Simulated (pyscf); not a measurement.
`[CH3][C]([F])[F]`, doublet

Gas-phase minimum from PySCF at ωB97X-D3(BJ)/def2-SVP, one conformer. Other isomers of H₃C–C•(F)–F were not searched in full and may lie lower. 

```xyz
7

C      0.0925     0.2427    -0.8620
C     -0.2210     0.9621     0.4063
F      0.8392     1.3610     1.1096
F     -1.0944     1.9629     0.2906
H      0.6021     0.9205    -1.5720
H     -0.8345    -0.1214    -1.3258
H      0.7523    -0.6111    -0.6550
```
Charge 0, spin multiplicity 2.

Bonds (Å): C1–C2 1.491, C1–H5 1.106, C1–H6 1.099, C1–H7 1.099, C2–F3 1.333, C2–F4 1.333. Bond angles (°): C2–C1–H5 110.3, C2–C1–H6 110.0, C2–C1–H7 109.9, H5–C1–H6 108.7, H5–C1–H7 108.7, H6–C1–H7 109.2, C1–C2–F3 115.2, C1–C2–F4 115.2, F3–C2–F4 110.0.

Properties at ωB97X-D3(BJ)/def2-SVP:

```yaml
harmonic_wavenumbers_unscaled: 192, 375, 461, 546, 889, 991, 1091, 1306, 1311, 1427, 1455, 1460, 3051, 3162, 3207 cm⁻¹
zero_point_energy: 29.9 kcal/mol
rotational_symmetry_number: 1
Entropy of this conformer at 298 K and 1 atm, rigid rotor and harmonic oscillator, modes under 100 cm⁻¹ raised to 100: 288.0 J/(mol K)
dipole_moment: 1.86 D
Spin expectation value S2: 0.752
```

Single-point totals, which compare only within one level (frozen core for MP2 and CC):

| level | total energy (hartree) |
|---|---|
| ωB97X-D3(BJ)/def2-TZVP | -277.81282 |
| PBE/def2-TZVP | -277.47264 |
| r²SCAN/def2-TZVP | -277.63860 |
| B3LYP-D3(BJ)/def2-TZVP | -277.77308 |
| PBE0-D3(BJ)/def2-TZVP | -277.48313 |
| M06-2X/def2-TZVP | -277.65476 |
| ωB97M-D3(BJ)/def2-TZVP | -277.81305 |
| UHF/def2-TZVPP | -276.43607 |
| MP2/def2-TZVPP | -277.24084 |
| CCSD/def2-TZVPP | -277.26302 |
| CCSD(T)/def2-TZVPP | -277.29010 |

Soft torsions are taken as harmonic, which can shift the entropy by several J/(mol K). The CCSD(T) − MP2 part came from Ansatz, without density fitting, on the same reference.
